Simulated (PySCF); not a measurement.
PbI3, SMILES [I][Pb-]([I])[I], charge -1.

Geometry optimised at PBE-D3(BJ)/def2-SVPD. The isomer is the one that the SMILES or the coordinates give; other isomers of the formula were not compared. The def2 effective core potentials stand for the cores of I, Pb; spin–orbit coupling is left out.

Two levels are set side by side: PBE/def2-SVPD (PySCF) and ωB97X/def2-SVPD (PySCF). Same geometry, gas phase. Differences are taken from unrounded values.

| quantity | ωB97X | PBE | PBE minus ωB97X |
|---|---|---|---|
| orbital gap (eV) | 7.95 | 3.03 | -4.91 |
| highest occupied level (eV) | -5.06 | -2.24 | 2.81 |
| lowest empty level (eV) | 2.89 | 0.79 | -2.10 |
| mean polarisability (bohr³) | 193.3 | 205.1 | 11.9 |

Without exact exchange PBE keeps part of each electron's self-repulsion, which lifts occupied levels and narrows the gap. PBE's more diffuse valence density responds more strongly to a field. Differences between two approximate levels are no errors against the true value.

Rough cost on one machine, each run with all the roots and properties that it gave: ωB97X against PBE within a factor of 2.
